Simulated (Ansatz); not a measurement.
```yaml
crystal:
  periodic: [false, false, false]
  atoms:
    - {symbol: O, position_ang: [-2.144894, -1.386951, -2.182412]}
    - {symbol: Sn, position_ang: [-1.090220, -2.904192, -1.247418]}
    - {symbol: Sn, position_ang: [-0.392760, 1.173906, -0.352286]}
    - {symbol: Sn, position_ang: [1.373567, 2.832217, 1.506996]}
    - {symbol: Sn, position_ang: [-0.695601, -1.379726, 1.350549]}
    - {symbol: Sn, position_ang: [2.144366, -0.206579, 2.121747]}
    - {symbol: Sn, position_ang: [-2.470554, 0.575100, -2.363181]}
    - {symbol: Sn, position_ang: [-0.834857, 1.195388, 2.727867]}
    - {symbol: Sn, position_ang: [1.433776, -1.273545, -0.779526]}
    - {symbol: Sn, position_ang: [2.677167, 1.374370, -0.782348]}
basis:
  gaussian: {orbitals: def2-TZVP}
magnetization: {spin_polarized: true, initial_magnetization: 2}
hamiltonian: {xc: {name: CAM-B3LYP}}
scf: {lower_state_search: full}
output: {forces: true}
```

```sh
$ ansatz run in.yaml --threads 4 --pin off --events-out ev --progress --plain --max-ram 6963MiB
```

Question: Does this run fit into the memory that it is given?

Answer: No. It has 481 basis functions, and the program plans for 13 GiB where 7 GiB are given.
